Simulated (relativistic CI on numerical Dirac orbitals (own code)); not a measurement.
Method of calculation: Dirac-Coulomb-Breit CI, KLI orbitals optimised for each configuration, a model potential for QED, valence Slater integrals scaled by 0.85, P86 correlation energy added to each configuration (own radial code, finite nucleus).

CI space (outside the closed core [Ar] 3d10): 4s2.4p5, 4s.4p6, 4s2.4p4.4d, 4s2.4p4.4f, 4s2.4p4.5s, 4s.4p5.4d, 4s2.4p4.5p, 4s2.4p4.6s, 4s2.4p4.5d, 4s.4p5.4f, 4s2.4p4.6p, 4s2.4p4.7s, 4s2.4p4.6d, 4s2.4p4.5f, 4s2.4p4.5g, 4s2.4p4.7p, 4s2.4p4.7d, 4s.4p5.5s, 4s2.4p3.4d.4f, 4s2.4p3.4d2, 4s2.4p2.4d3, 4s2.4p2.4d2.4f, 4s2.4p2.4d2.5s, 4s.4p3.4d3, 4s2.4p2.4d2.5p, 4p5.4d2, 4p4.4d3, 4p4.4d2.4f, 4p4.4d2.5s, 4p4.4d2.5p. Double excitations out of closed p, d and f shells are left out; levels of such configurations are missing from the list, as are those of other unlisted configurations, and high levels can miss mixing partners. These lack a partner that the ground configuration has and come out too high: 4s2.4p4.6s, 4s2.4p4.5d, 4s.4p5.4f, 4s2.4p4.6p, 4s2.4p4.7s.

Correlation outside the listed configurations is missing or only estimated: errors of thousands of cm⁻¹ between configurations and terms are usual at this charge. Rates and lifetimes follow the computed energies and can be off by large factors. The fine structure of a lone outer electron comes out too small, for d and f at times inverted, and misplaced configurations move strength between like terms. 42 of the 69 excited levels that our extract of the measured tables holds in this range could be paired (the sources list more); they are missed by 7071 cm⁻¹ on average and 11037 at most, and levels without a partner can miss by more.

Outline of the computed level scheme of Rb III. Lowest level of each configuration: 4s2.4p5 2P°_3/2 at 0.0000 eV; 4s.4p6 2S_1/2 at 17.3425 eV; 4s2.4p4.4d 4D_7/2 at 19.9457 eV; 4s2.4p4.5s 4P_5/2 at 21.5607 eV; 4s2.4p4.5p 4P°_5/2 at 25.2044 eV.

Some strong electric-dipole decays among the lowest 45 levels: 4s2.4p4.4d 2D_3/2 → 4s2.4p5 2P°_3/2 (2.4e+10 s⁻¹); 4s2.4p4.4d 2P_1/2 → 4s2.4p5 2P°_3/2 (2.0e+10 s⁻¹); 4s2.4p4.4d 2D_5/2 → 4s2.4p5 2P°_3/2 (1.9e+10 s⁻¹); 4s2.4p4.4d 2D_5/2 → 4s2.4p5 2P°_3/2 (1.7e+10 s⁻¹); 4s2.4p4.4d 2P_1/2 → 4s2.4p5 2P°_1/2 (1.2e+10 s⁻¹); 4s2.4p4.4d 2D_3/2 → 4s2.4p5 2P°_3/2 (9.5e+09 s⁻¹); 4s2.4p4.4d 2D_3/2 → 4s2.4p5 2P°_1/2 (5.2e+09 s⁻¹); 4s2.4p4.5s 2D_3/2 → 4s2.4p5 2P°_1/2 (3.6e+09 s⁻¹).

Rates of lines that live on the mixing of spin multiplicities can be off by large factors.

LS names give the leading component of a level, which can be under half, so a name can repeat, a term be missing and a line seem to break the LS rules.
